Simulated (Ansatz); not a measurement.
```xyz
8

C     0.8052   -0.3418    0.3379
Si   -0.8132    0.1445   -0.4297
Ga    1.6930    1.0913    1.5014
H     1.5235   -0.6125   -0.4478
H     0.6648   -1.2280    0.9718
H    -1.4544   -0.9179   -1.2563
H    -0.6282    1.3364   -1.3077
H    -1.7907    0.5281    0.6304
```

Charge 0, multiplicity 1. The bonds changed during the relaxation, so this is another structure than the one it started from.

Problem. List the PBE/def2-TZVPP orbital energies in eV (Ansatz 0.2.0). (Best estimate.)

Solution. The calculation gave: Occupied: -10093.53, -1779.19, -1233.40, -1093.09, -1093.09, -1092.99, -268.28, -143.10, -136.94, -97.64, -97.63, -97.33, -93.67, -93.66, -93.65, -19.70, -19.70, -19.51, -19.47, -19.46, -16.68, -12.50, -10.01, -9.51, -8.12, -7.86, -7.73, -4.97. Lowest empty: -2.27, -2.27, -0.11, 0.89, 1.03, 1.38, 1.50, 1.72.
